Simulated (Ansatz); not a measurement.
Ansatz (an electronic-structure program) input (RI-MP2/aug-cc-pVTZ):
A basis named .json is the Basis Set Exchange file of that set.

Ansatz 0.2 input:
```yaml
crystal:
  periodic: [false, false, false]
  atoms:
    - {symbol: B, position_ang: [0.80665904, 0.08227954, 0.00928630]}
    - {symbol: C, position_ang: [-0.70792985, -0.07220912, -0.00814973]}
    - {symbol: H, position_ang: [1.50760275, -0.81758093, -0.33993101]}
    - {symbol: H, position_ang: [1.30337086, 1.10430134, 0.37229109]}
    - {symbol: H, position_ang: [-1.21542604, -0.88917951, -0.51270458]}
    - {symbol: H, position_ang: [-1.38126363, 0.62431615, 0.48281134]}
basis:
  gaussian:
    orbitals: aug-cc-pVTZ
    fitting: {mean_field: def2-universal-jkfit, correlation: aug-cc-pVTZ-RIFIT.json}
magnetization: {spin_polarized: true, initial_magnetization: 1}
correlation: {method: mp2, electrons: outside_noble_gas}
```

End of the output:

```
integrals: 0.09 GiB planned
222 factors; integrals over basis functions are off by at most 9.6e-1 eV
396 factors; integrals over basis functions are off by at most 6.4e-1 eV
mean field: 0.34 GiB planned
mean field evaluation 1: about -1763.1031 eV, gradient 1.5e1 eV
mean field evaluation 2: about -1764.4162 eV, gradient 4.4e0 eV
mean field evaluation 4: about -1764.5978 eV, gradient 4.9e-1 eV
mean field evaluation 8: about -1760.7855 eV, gradient 6.3e0 eV
mean field -1764.60624345 eV, -64.8480833537 hartree, gradient 1.7e-6 eV, S^2 0.758447; 1 other end points of the search recorded, 0 dependent functions left out
2 core orbitals not correlated
reference -1764.60624345 eV, -64.8480833537 hartree; 6, 5 occupied and 176, 177 virtual orbitals, 396 factors
second order -6.85039686 eV of doubles, -0.00000000 eV of singles
Total energy: -1771.45664031 eV, -65.0998307949 hartree
```

It need not be the lowest isomer of its formula.
